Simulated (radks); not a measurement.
The neon ion Ne+, configuration [He] 2s2 2p5.

Calculated with a radial shooting solver on a logarithmic mesh with Libxc functionals: non-relativistic Kohn-Sham, PBE, spin-polarised, spherical densities, point nucleus; open shells are filled with parallel spins first.

Energy parts (hartree):
part                      energy
total                 -128.05851
kinetic                127.78793
electron-nucleus      -302.81441
Hartree                 58.79397
exchange-correlation   -11.82599

Orbitals (lengths in bohr, moments of r in powers of bohr):
orbital,occ.,eigenvalue (hartree),<r^2>
1s up,1,-31.33215,0.03378
1s down,1,-31.29979,0.03371
2s up,1,-2.07368,0.8967
2s down,1,-2.00014,0.9144
2p up,3,-1.22073,0.9915
2p down,2,-1.14631,1.036

The highest occupied level is 2p down at -31.193 eV. The electron density at the nucleus is 624.3 e/bohr^3.
